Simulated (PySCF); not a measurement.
# Worked example: entropy of an ideal gas

2-methylideneimidazole (C4H4N2), SMILES C=C1N=CC=N1.

Geometry optimised at B3LYP-D3(BJ)/def2-SVP.

B3LYP-D3(BJ)/def2-SVP in PySCF gives the harmonic wavenumbers 234, 373, 550, 735, 762, 773, 898, 905, 928, 956, 962, 983, 988, 1203, 1299, 1340, 1390, 1517, 1631, 1724, 3172, 3189, 3202, 3288 cm⁻¹ and the rotational temperatures 0.4206, 0.2019, 0.1364 K. The molar mass is 80.09 g/mol, the symmetry number 2, the spin multiplicity 1.

Question: Work out the entropy at 298.15 K and 1 atm in the rigid-rotor, harmonic-oscillator model.

Answer: 
Translation (Sackur–Tetrode at 1 atm): S = R[1.5 ln M + 2.5 ln T − 1.16487] = 163.4 J/(mol K).
Rotation: q = (√π/σ) T^1.5/√(θA θB θC) = 42400, S = R[ln q + 3/2] = 101.1 J/(mol K).
Vibration: with u = 1.4388 ν/T, each mode gives R[u/(e^u − 1) − ln(1 − e^−u)]:
```tsv
ν (cm⁻¹)	modes	u	S (J/(mol K))
234	1	1.13	7.73
373	1	1.80	4.47
550	1	2.65	2.28
735	1	3.55	1.12
762	1	3.68	1.01
773	1	3.73	0.96
898	1	4.33	0.59
905	1	4.37	0.57
928	1	4.48	0.52
956	1	4.61	0.47
962	1	4.64	0.46
983	1	4.74	0.42
988	1	4.77	0.41
1203	1	5.81	0.17
1299	1	6.27	0.11
1340	1	6.47	0.10
1390	1	6.71	0.08
1517	1	7.32	0.05
1631	1	7.87	0.03
1724	1	8.32	0.02
```
The stiffer modes add less than 0.005 each. Sum 21.6 J/(mol K).
Spin: R ln 1 = 0.0 J/(mol K).
Total 286.0 J/(mol K); the program's own thermochemistry gives 286.0. Translation makes up 57 % and vibration 8 %. Anharmonicity, hindered rotation and orbital degeneracy are left out.
